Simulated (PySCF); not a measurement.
Problem. Give a PBE0-D3(BJ)/def2-SVP geometry of `[SiH3]SC1=NOC=C1`.

Solution. 
```
atom  x, y, z in Å
Si1   -2.515    0.095    0.059
S2    -1.022    0.302    1.622
C3     0.408    0.050    0.646
C4     1.766    0.070    1.083
C5     2.449   -0.179   -0.067
O6     1.606   -0.332   -1.087
N7     0.325   -0.188   -0.641
H8    -2.361    1.143   -0.984
H9    -3.775    0.313    0.827
H10   -2.501   -1.272   -0.527
H11    2.151    0.242    2.083
H12    3.508   -0.273   -0.302
```

Orientation and origin are arbitrary. Atoms count from 1 in this order. The C–C distances run from 1.360 Å (C4–C5, aromatic) to 1.427 Å (C3–C4, aromatic), a spread of 0.067 Å. The 5-membered ring C3–C4–C5–O6–N7 has internal angles of 102.5° to 111.3°; it is planar, 0.00 Å rms from its mean plane, widest ring torsion 0°. The 7 heavy atoms lie in one plane (0.004 Å rms). N7 (pyridine-type nitrogen) is bent (angle 106.3°).

Bonds between heavy atoms (Å): Si1–S2 2.172, S2–C3 1.750, C3–C4 1.427, C4–C5 1.360, C5–O6 1.332, O6–N7 1.364, C3–N7 1.312.

Method: PBE0-D3(BJ)/def2-SVP geometry optimisation, gas phase in PySCF 2.14.0.

Point group: Cs (tolerance 0.08 Å). Not checked by PBE0-D3(BJ)/def2-SVP frequencies. The numbers are those of one conformer (Si1–S2–C3–C4 180°).
